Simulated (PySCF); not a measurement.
Coordinates in bohr (charge 0 multiplicity 1):
```
Nb    1.5567    0.0000    0.8518
N     4.2562    0.0000   -0.6758
I    -0.8078   -4.2934   -0.2749
I    -0.8078    4.2934   -0.2749
```

Method: PySCF, PBE0, basis Nb def2-TZVP with ECP28, N def2-TZVP, I def2-TZVP with ECP28 (scalar-relativistic core potentials, no spin–orbit coupling, density fitting).

This geometry of NbNI₂ is a stationary point at this level.

(1) What is the point group?

(2) Is it a minimum?

(3) Which band is strongest in the infrared?

(4) Give the atomic charges and bond orders.

(5) What is the atomisation energy, with and without zero-point energy?

## Answers

(1) Cs.

(2) Yes: all harmonic wavenumbers are real, though the softest, 41 cm⁻¹, leaves little margin.

(3) 1142 cm⁻¹ (a'), 111 km/mol.

(4) 
```csv
atom,Mulliken,Löwdin,polar tensor,Mayer order to Nb1
Nb1,1.04,-0.04,1.51,–
N2,-0.45,-0.26,-0.62,2.87
"I3,4",-0.30,0.15,-0.44,1.12
```

(5) 1215 kJ/mol without, 1203 kJ/mol with.

Stability towards spin polarisation was not tested. Only a few start shapes were tried, so a lower isomer may exist.
